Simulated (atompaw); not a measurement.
Building the PAW (atompaw) potential for Co (PBE, scalar-relativistic).

The input file (atompaw 4.2.0.5):

```
Co 27
GGA-PBE scalarrelativistic loggrid 1500 logderivrange -7 5 301
4 4 3 0 0 0
4 1 0
3 2 7
0 0 0
c
c
c
v
c
v
v
v
2
2.80 2.45 2.75 1.60
y
3.65
n
n
y
1.8
n
custom polynom2 7 10 vanderbiltortho sinc
3 0 troulliermartins
2.80
2.80
1.00
2.80
1.10
1.10
PWSCFOUT
UPFDX 0.0125d0 UPFXMIN -7.d0 UPFZMESH 27.d0
END
```

Command:

```bash
atompaw < Co.input > Co.log
```

Resulting log (summary file):

```
Completed calculations for Co (AE)

 Exchange-correlation type: GGA, Perdew-Burke-Ernzerhof

 Radial integration grid is logarithmic
 r0 =   3.0804019E-04 h =   8.3170852E-03   n =      1500 rmax =   8.0000000E+01

 Scalar relativistic calculation

 AEatom converged in  44 iterations
   nz     =  27.00
   delta  =       6.537758095221E-17

 All Electron Orbital energies:
  n  l      occupancy      energy
  1  0      2.0000000E+00 -5.5808261E+02
  2  0      2.0000000E+00 -6.6075544E+01
  3  0      2.0000000E+00 -7.5266059E+00
  4  0      2.0000000E+00 -4.0204403E-01
  2  1      6.0000000E+00 -5.6589653E+01
  3  1      6.0000000E+00 -4.8242030E+00
  4  1      0.0000000E+00 -9.3825735E-02
  3  2      7.0000000E+00 -6.0299645E-01

 Total energy
   Total                    :    -2786.29196428566411

 ---
 Completed calculations for Co (SC)

 Exchange-correlation type: GGA, Perdew-Burke-Ernzerhof

 Radial integration grid is logarithmic
 r0 =   3.0804019E-04 h =   8.3170852E-03   n =      1500 rmax =   8.0000000E+01

 Scalar relativistic calculation

 SCatom converged in   1 iterations
   nz     =  27.00
   delta  =       3.247543649609E-17

 Valence Electron Orbital energies:
  n  l      occupancy      energy
   4  0      2.0000000E+00 -4.0204404E-01
   3  1      6.0000000E+00 -4.8242030E+00
   4  1      0.0000000E+00 -9.3825735E-02
   3  2      7.0000000E+00 -6.0299645E-01

 Total energy
   Total                    :    -2786.29196428585283
   Valence                  :     -304.23422812926424

 PAW parameters:
       lmax =            2
         rc =    2.8014445180107717
        irc =         1097
   rc_shape =    2.4523485784857528
    rc_vloc =    2.7552251643600894
    rc_core =    1.6044940235476037
   Vloc: Norm-conserving Troullier-Martins with l= 3;e=   0.0000E+00
   Projector type: improved polynomial pseudization + Vanderbilt ortho.
   Sinc^2 compensation charge shape zeroed at   2.4523E+00

 Number of basis functions     6
 No.   n  nodes  l      Energy         Cp coeff         Occ
  1    4    3    0   -0.4020440E+00  0.1582617E+01  0.2000000E+01
  2  999    4    0    0.3650000E+01  0.6769938E+00  0.0000000E+00
  3    3    1    1   -0.4824203E+01 -0.2857170E+00  0.6000000E+01
  4    4    2    1   -0.9382573E-01  0.2058250E+02  0.0000000E+00
  5    3    0    2   -0.6029964E+00  0.4719534E+01  0.7000000E+01
  6  999    1    2    0.1800000E+01  0.1704184E+02  0.0000000E+00

 Eigenvalues of overlap operator (in the basis of projectors):
    1        1.23659283E+00
    2        1.41400946E+00
    3        3.94667880E+00
    4        9.43826796E+01
    5        1.26635834E+03
    6        2.17190287E+03

 Orbital leakage outside PAW augmentation regions
   orb  is_core?  %out_of_sphere
   1 0    T           0.00
   2 0    T           0.00
   3 0    T           0.00
   4 0    F          46.56
   2 1    T           0.00
   3 1    F           0.02
   4 1    F          78.58
   3 2    F           2.25

 Summary of PAW energies
   Total valence energy     :   -304.23423605706876
   Smooth energy            :     33.67381093414470
   One center               :   -337.90804699121344
   Smooth kinetic           :     53.10558394315069
   Vloc energy              :     -8.66303977582044
   Smooth exch-corr         :    -11.55724666755140
   One-center xc            :   -107.06520065685046
```

The run took about 6.9 s on one core of a shared server CPU.
